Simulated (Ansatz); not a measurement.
Scan of CH₃ (cation, charge +1), singlet: umbrella (inversion) coordinate, bond length relaxed. Scanned: angle between the C-H bonds and the threefold axis (90 = planar). Other coordinates (C-H bond length) were minimised at B3LYP/def2-TZVP.

The free coordinates were minimised at B3LYP/def2-TZVP in PySCF; the energy column is full CI/cc-pVDZ, frozen core (Ansatz, a program for electronic structure), in mEh.

```csv
a / °,C-H bond length / Å,E
90,1.092,0.0
92.86,1.092,1.0
96.69,1.093,5.5
99.42,1.094,10.8
101.33,1.095,15.7
105.52,1.097,29.4
108.22,1.099,40.6
111.57,1.102,56.9
113.89,1.104,69.8
116.76,1.107,87.7
120.69,1.112,115.7
122.89,1.115,133.1
125.70,1.119,157.3
128.46,1.124,183.3
132,1.130,219.7
```
